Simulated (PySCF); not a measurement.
Energy of Ar+ (argon, charge +1) between two integer charges

The 3p beta orbital of [Ne] 3s2 3p5 is emptied in steps (occupation f), with all orbitals relaxed, ending at [Ne] 3s2 3p4. All numbers are calculated (PySCF 2.14, scalar relativity by spin-free X2C-1e, in aug-cc-pVTZ-DK). The exact energy is a straight line in f; departures are measured from the line between the end points of the same method.

| f | UHF (eV) | LDA (eV) | PBE (eV) | PBE0 (eV) | r2SCAN (eV) | LC-wPBE (eV) | BHandHLYP (eV) | wB97X (eV) | TPSS (eV) | CAM-B3LYP (eV) |
| --- | --- | --- | --- | --- | --- | --- | --- | --- | --- | --- |
| 1 | 0.000 | 0.000 | 0.000 | 0.000 | 0.000 | 0.000 | 0.000 | 0.000 | 0.000 | 0.000 |
| 0.8 | 0.196 | -0.999 | -0.968 | -0.682 | -0.903 | -0.209 | -0.408 | -0.273 | -0.938 | -0.457 |
| 0.6 | 0.287 | -1.502 | -1.449 | -1.020 | -1.342 | -0.310 | -0.615 | -0.407 | -1.403 | -0.688 |
| 0.4 | 0.281 | -1.504 | -1.445 | -1.015 | -1.323 | -0.303 | -0.618 | -0.405 | -1.397 | -0.689 |
| 0.2 | 0.183 | -1.003 | -0.958 | -0.672 | -0.863 | -0.196 | -0.415 | -0.270 | -0.925 | -0.460 |
| 0 | 0.000 | 0.000 | 0.000 | 0.000 | 0.000 | 0.000 | 0.000 | 0.000 | 0.000 | 0.000 |

| method | E(f=0) − E(f=1) (eV) | −ε at f=1 (eV) | −ε at f=0.4 (eV) |
| --- | --- | --- | --- |
| UHF | 26.359 | 27.614 | 26.094 |
| LDA | 27.804 | 21.578 | 29.052 |
| PBE | 27.584 | 21.536 | 28.818 |
| PBE0 | 27.597 | 23.329 | 28.472 |
| r2SCAN | 27.662 | 21.983 | 28.882 |
| LC-wPBE | 27.731 | 26.412 | 28.020 |
| BHandHLYP | 27.523 | 24.985 | 28.020 |
| wB97X | 27.606 | 25.900 | 27.952 |
| TPSS | 27.598 | 21.729 | 28.801 |
| CAM-B3LYP | 27.699 | 24.848 | 28.266 |

Orbital energy along the path (eV):

```csv
f,UHF,LDA,PBE,PBE0,r2SCAN,LC-wPBE,BHandHLYP,wB97X,TPSS,CAM-B3LYP
1,-27.614,-21.578,-21.536,-23.329,-21.983,-26.412,-24.985,-25.900,-21.729,-24.848
0.8,-27.070,-24.044,-23.959,-25.047,-24.310,-26.958,-25.983,-26.589,-24.090,-25.978
0.6,-26.565,-26.539,-26.393,-26.766,-26.620,-27.499,-26.995,-27.279,-26.454,-27.119
0.4,-26.094,-29.052,-28.818,-28.472,-28.882,-28.020,-28.020,-27.952,-28.801,-28.266
0.2,-25.652,-31.568,-31.209,-30.146,-31.012,-28.501,-29.063,-28.610,-31.104,-29.420
0,-25.238,-34.067,-33.526,-31.760,-32.897,-28.912,-30.140,-29.322,-33.323,-30.585
```

Reference removal energy between the ground levels: 27.630 eV (measured; NIST Atomic Spectra Database, ionization energies). The calculation has no spin-orbit coupling. UHF lacks correlation.
